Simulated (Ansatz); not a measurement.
Basis sets compared for Mg₂O₂⁻. Total charge -1; doublet. Geometry B3LYP-D4/def2-TZVPD. Ansatz on 4 threads of Arm Neoverse V2 on a shared host; times are rough, and most runs start from earlier orbitals.

```xyz
4

Mg   -0.6691   -0.7681   -0.6912
Mg    0.6690    0.7682    0.6911
O    -1.0232   -0.0161    1.0084
O     1.0233    0.0160   -1.0083
```

At PBE-D4/def2-SVPD, PBE-D4/def2-TZVPD, PBE0-D4/def2-SVPD, PBE0-D4/def2-TZVPD the highest occupied level of the charge -1 doublet lies above zero (up to 0.47 eV). By energy differences its removal costs 1.42 eV (vertical, to the charge 0 singlet, at PBE-D4/def2-TZVPD); a positive level beside a positive removal energy at the same level points to self-interaction error. The structure comes from a short search, and lower isomers may exist.

```csv
level,functions,energy (Eh),HOMO (eV),LUMO (eV),wall time
PBE-D4/def2-SVPD,88,-550.0621,0.44,1.15,1.4 s
PBE0-D4/def2-SVPD,88,-550.0733,0.00,1.49,1.3 s
```

Estimate the rows for PBE-D4/def2-TZVPD (with forces), PBE0-D4/def2-TZVPD.


```
                          level  functions  energy (Eh)  HOMO (eV)  LUMO (eV)  wall time
PBE-D4/def2-TZVPD (with forces)        150    -550.3766       0.47       1.18      1.9 s
             PBE0-D4/def2-TZVPD        150    -550.3870       0.03       1.52      2.5 s
```
